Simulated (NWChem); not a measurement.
Species: SiN$_{3}$H$_{6}$F; SMILES N[Si](N)(N)F

```xyz
11

N     -0.8144     1.3763    -0.6785
Si    -0.0305     0.0055     0.0400
N     -1.3033    -1.0225     0.5592
N      1.0878    -1.0342    -0.7836
F      0.9224     0.7089     1.1855
H     -0.2826     2.2444    -0.7716
H     -1.4231     1.2377    -1.4876
H     -1.0936    -1.9545     0.9192
H     -2.1444    -0.6226     0.9773
H      0.7741    -1.5567    -1.6040
H      2.0491    -0.7092    -0.9090
```
Atoms are numbered in this order, from 1.

Level: PBE-D3(BJ)/def2-SVP (NWChem), optimised geometry, unscaled harmonic frequencies. 

| frequency (cm⁻¹) | IR intensity (km/mol) |
|---|---|
| 141 | 1.0 |
| 199 | 7.1 |
| 250 | 1.4 |
| 252 | 6.2 |
| 321 | 3.0 |
| 326 | 18.5 |
| 333 | 16.3 |
| 364 | 280.2 |
| 409 | 178.5 |
| 417 | 115.4 |
| 446 | 40.7 |
| 714 | 4.1 |
| 754 | 0.4 |
| 794 | 13.5 |
| 795 | 2.4 |
| 864 | 140.0 |
| 916 | 224.8 |
| 959 | 205.1 |
| 1474 | 91.1 |
| 1487 | 32.3 |
| 1488 | 48.1 |
| 3499 | 20.8 |
| 3501 | 18.6 |
| 3513 | 20.5 |
| 3596 | 14.7 |
| 3598 | 25.1 |
| 3618 | 26.6 |

```
Item                                                                               Result
-----------------------------------------------------------------------  ----------------
zero-point energy                                                           50.1 kcal/mol
thermal correction to the enthalpy at 298.15 K (with zero-point energy)     55.6 kcal/mol
heat capacity Cv                                                         28.4 cal/(mol K)
entropy at 298.15 K and 1 atm (symmetry number 1)                        83.2 cal/(mol K)
dipole moment                                                                      2.37 D
```

Rigid rotor and harmonic oscillator.
